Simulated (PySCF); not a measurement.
CH₁₂N₂Si₃, SMILES N[SiH](N)C[SiH2][SiH3].

Coordinates come from a PBE0-D3(BJ)/def2-SVP optimisation. This is a generated structure with no PubChem entry under its InChIKey; it may be hypothetical. The values are those of a single conformer.

All values below come from r2SCAN/def2-TZVP in PySCF.

Gas-phase values at a fixed geometry.

```
Property                                                                                                        Value
---------------------------------------------------------------------------------------------  ----------------------
total energy                                                                                      -1023.30376 hartree
highest occupied level                                                                                       -6.10 eV
lowest empty level                                                                                           -0.27 eV
orbital gap                                                                                                   5.83 eV
dipole moment                                                                                                  1.66 D
quadrupole, principal values (traceless, Buckingham form, about the centre of nuclear charge)  -4.83, -1.83, 6.66 D·Å
```
